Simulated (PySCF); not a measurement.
Compound: C2H2BF2 (doublet state).
Cartesian coordinates in Å at the PBE0-D3(BJ)/def2-SVP level; atoms count from 1:
```
atom  x, y, z in Å
C1     1.3132   -0.2562    0.5556
C2     0.3755    0.1961   -0.2524
B3    -1.1335   -0.0838   -0.0143
F4    -1.5777   -0.7366    1.0418
F5    -2.0343    0.3335   -0.8845
H6     2.4017   -0.2320    0.6393
H7     0.6618    0.7888   -1.1396
```

The hyperfine couplings belong to this conformer and change with its torsions.

As a line formula: `FB(F)/C=[C]/[H]` [radical].

Method used: PySCF 2.14.0, UKS B3LYP, IGLO-III on B C F, pcH-1 on H, non-relativistic, mean-field spin-orbit, GIAO. Geometry: PBE0-D3(BJ)/def2-SVP; no solvent, vibrations or thermal averaging. No stability test was run, so a lower SCF solution isn't excluded.

(1) Predict the first-order ENDOR lines of B3, C2, F4/F5 and H6 under fast tumbling at B = 339.0 mT (X band).

(2) Which pairs are centred on the nuclear Larmor frequency, and which on half the coupling?

(3) At what field would the lower line of H6 fall to zero frequency?

Answers

(1) ν± = |νn ± a/2|, one line for each electron-spin manifold; νn = |g_N| × 7.62259 MHz/T × B.

```
nuclei  isotope     g_N  νn (MHz)  a_iso (MHz)  lower line (MHz)  upper line (MHz)
    B3      11B  1.7924      4.63        63.02             26.88             36.14
    C2      13C  1.4048      3.63         5.30              0.98              6.28
 F4/F5      19F  5.2577     13.59        -2.20             12.49             14.68
    H6       1H  5.5857     14.43        61.03             16.08             44.95
```

The rows for 13C, of low natural abundance, apply to labelled samples.

(2) Centred on νn, since |a| < 2νn: C2 and F4/F5. Centred on |a|/2 and split by 2νn: B3 and H6.

(3) Where νn = |a|/2, that is B = 30.51 MHz/(5.5857 × 7.62259 MHz/T) = 717 mT, as far as first order holds there.

Couplings of abundant isotopes left out: H7 (195.4 MHz).

Means are taken over nuclei equivalent by connectivity, which assumes that they swap fast. The 19F value of -2.2 MHz is a mean of couplings from -5.3 to 0.9 MHz in this one geometry, not an average over conformers.

Main isotope only: 11B (natural samples also hold 20 % 10B, magnetic too, which adds its own pattern).

The Mulliken spin populations are largest on C1 (+1.01), C2 (-0.14) and H7 (+0.09). C1 is the only atom above +0.15.
